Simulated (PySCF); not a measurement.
## Ionisation energy of Pr⁵³⁺ by level of theory

Pr⁵³⁺ [He] 2s2 2p2 [2p1/2^2, M_J = 0] → Pr⁵⁴⁺ [He] 2s2 2p1 [2p1/2^1, M_J = 1/2], as a difference of total energies. Calculation: PySCF 2.14, in an even-tempered Gaussian basis (17 s from 33 bohr⁻², ratio 2.4; 13 p from 43 bohr⁻², ratio 2.4; 5 d from 140 bohr⁻², ratio 2.6; 4 f from 210 bohr⁻², ratio 2.6); the two-component X2C-1e Hamiltonian. Correlated levels: nothing frozen; the 32 highest virtual spinors dropped. "Screened" scales the spin-orbit matrix elements by Boettger's factors to mimic the two-electron term; Breit and QED terms are absent.

```csv
method,ionisation energy (eV)
GHF (spin-free),10636.4
GMP2 (spin-free),10636.2
GHF (screened spin-orbit),10971.5
GMP2 (screened spin-orbit),10973.8
```

Task: How much does correlation contribute at GMP2 (screened spin-orbit)?

Result: 10973.8 − (10971.5) = 2.3 eV, measured against GHF (screened spin-orbit).

For this ion Breit and QED terms and the two-electron picture change, all absent here, outweigh the correlation shift from GHF to GMP2.

The spin-free rows relax to the high-spin LS determinant and lack the spin-orbit shift.

The labels give the starting determinants; with spin-orbit coupling the two ends relaxed to ⟨J²⟩ = 0.00, ⟨L²⟩ = 1.33, ⟨S²⟩ = 1.33 and ⟨J²⟩ = 0.75, ⟨L²⟩ = 2.00, ⟨S²⟩ = 0.75.

For comparison: 10959 ± 5 eV (theoretical estimate listed by NIST; NIST Atomic Spectra Database, ionization energies).
